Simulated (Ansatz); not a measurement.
Relaxing a trial structure of C3H10S2Si2

The starting geometry of this gas-phase singlet was optimised with GFN2-xTB; its bonds are those of `S[SiH2]S[SiH2]C1CC1`.

| atom | x (Å) | y (Å) | z (Å) |
| --- | --- | --- | --- |
| C | 1.3292 | -0.7518 | 1.6075 |
| C | 0.0338 | -0.3561 | 2.2667 |
| C | 1.3284 | 0.0222 | 2.8972 |
| S | -1.2398 | -2.8524 | -0.0319 |
| S | 1.4301 | -1.1677 | -1.6859 |
| Si | -0.6854 | -1.4881 | -1.5975 |
| Si | 1.8772 | 0.0868 | 0.0218 |
| H | -0.2604 | -3.7214 | -0.2356 |
| H | -0.9999 | -2.0772 | -2.8834 |
| H | -1.4040 | -0.2720 | -1.2691 |
| H | 3.3221 | 0.2268 | -0.0864 |
| H | 1.1649 | 1.3471 | -0.1836 |
| H | 1.5874 | -1.8010 | 1.7015 |
| H | -0.5603 | -1.1339 | 2.7220 |
| H | -0.5583 | 0.4231 | 1.8103 |
| H | 1.6329 | -0.4888 | 3.7981 |
| H | 1.6275 | 1.0591 | 2.8685 |

Problem. Predict what becomes of its bonds when it is optimised with PBE-D3(BJ)/def2-SVP.

Solution. It keeps its bonds, and is `S[SiH2]S[SiH2]C1CC1`.

The energy falls by 0.25 eV over 18 steps:

```json
{"step": "1", "E − E(last) (eV)": "0.249"}
{"step": "3", "E − E(last) (eV)": "0.030"}
{"step": "5", "E − E(last) (eV)": "0.006"}
{"step": "7", "E − E(last) (eV)": "0.003"}
{"step": "9", "E − E(last) (eV)": "0.002"}
{"step": "10", "E − E(last) (eV)": "0.001"}
{"step": "12", "E − E(last) (eV)": "0.001"}
{"step": "14", "E − E(last) (eV)": "0.000"}
{"step": "16", "E − E(last) (eV)": "0.000"}
{"step": "18", "E − E(last) (eV)": "0.000"}
```

Final geometry (Å):

```csv
atom,x (Å),y (Å),z (Å)
C,1.3443,-0.7247,1.6006
C,0.0023,-0.3199,2.1932
C,1.2703,0.1319,2.8588
S,-1.0723,-3.0899,0.0265
S,1.4710,-1.1505,-1.7526
Si,-0.6251,-1.5258,-1.4007
Si,1.9461,0.0419,0.0078
H,-0.5271,-4.0757,-0.7411
H,-1.1735,-1.8913,-2.7488
H,-1.3167,-0.3153,-0.8440
H,3.4429,0.1669,-0.0479
H,1.3243,1.4109,-0.1071
H,1.6229,-1.7820,1.7479
H,-0.5927,-1.1146,2.6692
H,-0.6005,0.4351,1.6617
H,1.5663,-0.3406,3.8084
H,1.5429,1.1984,2.7885
```

The end wasn't checked by frequencies. Run with Ansatz 0.2.0, 37 s on 4 threads of Arm Neoverse V1, on a shared host.
